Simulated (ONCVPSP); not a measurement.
**What one change does to a pseudopotential (N (Z = 7), ONCV)**

ONCVPSP 4.0.1 input, shortened (lines: element, Z, core and valence counts, functional; n l f; lmax; l rc ep ncon nbas qcut; lloc lpopt rc5 dvloc0; l nproj debl; icmod fcfact rcfact), revPBE, scalar-relativistic:

```
  N 7.00    1    2  -102130      upf
    1    0    2.00
    2    0    2.00
    2    1    2.00
    2
    0    0.90    0.00    4    8    6.30
    1    1.40    0.00    3    6   10.50
    2    1.10    0.05    4    7    8.40
    4    2    0.90    2.00
    0    2    2.60
    1    3    1.10
    2    1    3.20
    0    0.00    0.00
```

All-electron outer shells of the reference configuration (revPBE, scalar-relativistic, ld1.x):

```
shell  level (eV)  outermost node (bohr)  outermost maximum (bohr)
   1s     -401.95                      –                      0.15
   2s      -32.51                   0.32                      0.99
   2p      -20.63                      –                      0.92
```

Change: s: rc 0.72; local potential polynomial inside 0.72 bohr (lpopt 2, dvloc0 2 Ha).

Cutoffs: the cutoffs (Ha) at which the residual kinetic energy of the hardest occupied pseudo-wave falls to 1 and 0.1 mHa per electron; they do not see the model core or the augmentation charge, which bear on the density cutoff. Errors are all-electron minus pseudo energies relative to the spin-unpolarised reference configuration.

Q: Predict the effect on cutoff, ghosts and configuration errors.

A: The potential gets softer (90 Ha and 201 Ha → 54 Ha and 183 Ha); of the 4 tests that both files solve, the error grows in 0 and shrinks in 1 by more than 15 % and 0.3 meV (median size 56.2 → 49.4 meV); neither file shows a bound ghost.

```tsv
quantity	base	changed
cutoff, loose	90 Ha	54 Ha
cutoff, tight	201 Ha	183 Ha
loose cutoff by channel	s 90 Ha, p 33 Ha	s 54 Ha, p 33 Ha
bound ghosts	none	none
GHOST(+) flags under 300 eV	none	none
error for 2s2 2p3, meV [ΔE -13.54 eV]	+9.6	+9.0
error for 2s2 2p1, meV [ΔE 28.78 eV]	+40	+39
error for 2s2 2p0, meV [ΔE 75.76 eV]	+321	+316
error for 2s0 2p5, meV [ΔE 9.67 eV]	+72	+60
p: phases at 1.42 bohr within 0.05 rad from the reference energy up to (Ha; the scan ends near 5)	to the end of the scan	to the end of the scan
d: phases at 1.12 bohr within 0.05 rad from the reference energy up to (Ha; the scan ends near 5)	to the end of the scan	to the end of the scan
```
